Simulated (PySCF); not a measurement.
HgBr2, SMILES [Br][Hg][Br]. Atoms are numbered in the order given.

```xyz
3

Hg     0.0000     0.0000     0.0000
Br     0.0000     0.0000    -2.4409
Br     0.0000     0.0000     2.4409
```
Charge 0, spin multiplicity 1.

The structure is a stationary point at B3LYP-D3(BJ)/def2-SVP. The isomer is the one that the SMILES or the coordinates give; other isomers of the formula were not compared. The def2 effective core potentials stand for the cores of Hg; spin–orbit coupling is left out.

Method: PySCF with PBE0/def2-TZVPD.

The molecule is in vacuum.

```
Item                                                                                                            Result
---------------------------------------------------------------------------------------------  -----------------------
total energy                                                                                       -5301.28951 hartree
point group                                                                                                        D∞h
highest occupied level                                                                                        -8.43 eV
lowest empty level                                                                                            -2.84 eV
orbital gap                                                                                                    5.59 eV
dipole moment                                                                                                0.000 e·Å
quadrupole, principal values (traceless, Buckingham form, about the centre of nuclear charge)    -7.09, 3.55, 3.55 D·Å
mean static polarisability                                                                       81.4 bohr³ (12.07 Å³)
polarisability, principal values                                                               57.2, 57.2, 130.0 bohr³
```
